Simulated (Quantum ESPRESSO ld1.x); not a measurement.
Values are calculated unless marked as measured or tabulated.
Problem. All-electron atom: Sc5+ in [Ne] 3s2 3p4. Code: ld1.x of Quantum ESPRESSO 7.5. Model: scalar-relativistic Kohn-Sham, LDA (Slater exchange, VWN5 correlation), spin-polarised, spherical densities, point nucleus; open shells are filled with parallel spins first. Some entries of the table are withheld. Estimate them.

orbital,occ.,eigenvalue (eV),r(max) (bohr),<1/r> (bohr^-1)
1s up,1,-4468.90,0.048,20.72
1s down,1,-4468.04,0.048,20.73
2s up,1,-554.422,0.283,4.292
2s down,1,-553.548,0.283,4.294
2p up,3,(1),(2),(3)
2p down,3,(4),(5),(6)
3s up,1,-127.079,0.897,1.400
3s down,1,-123.797,0.897,1.393
3p up,3,-104.644,0.919,1.304
3p down,1,-101.468,0.919,1.295

Solution. 
(1) 2p up eigenvalue (eV): -469.934
(2) 2p up r(max) (bohr): 0.232
(3) 2p up <1/r> (bohr^-1): 4.204
(4) 2p down eigenvalue (eV): -468.857
(5) 2p down r(max) (bohr): 0.232
(6) 2p down <1/r> (bohr^-1): 4.205
